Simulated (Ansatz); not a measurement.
```yaml
crystal:
  periodic: [false, false, false]
  atoms:
    - {symbol: O, position_ang: [-0.786490, 0.943295, -1.611716]}
    - {symbol: Zr, position_ang: [0.176939, 0.057591, -0.116180]}
    - {symbol: O, position_ang: [1.931130, -0.321395, -0.368173]}
    - {symbol: Se, position_ang: [-1.218828, -2.139957, 0.133435]}
    - {symbol: Se, position_ang: [-0.046990, 1.485651, 1.972692]}
    - {symbol: H, position_ang: [-0.958363, 1.377901, -2.429267]}
    - {symbol: H, position_ang: [2.815961, -0.410067, -0.599072]}
    - {symbol: H, position_ang: [-0.325511, -2.560355, 1.180189]}
    - {symbol: H, position_ang: [-1.499430, 1.572863, 1.809445]}
basis:
  gaussian: {orbitals: cc-pVTZ-DK, fitting: {mean_field: cc-pVTZ-jkfit}}
hamiltonian: {xc: {name: revPBE}}
scf: {lower_state_search: full}
output: {forces: true}
```

```sh
$ ansatz run in.yaml --threads 4 --pin off --events-out ev --progress --plain --max-ram 11315MiB
```

Question: How does Ansatz answer? (An estimate is asked.)

Answer: Ansatz gave: The input was rejected before any iteration.
```
Functional definition: revPBE
Error: <dir> the basis set cc-pVTZ-JKFIT has no functions for Zr
```
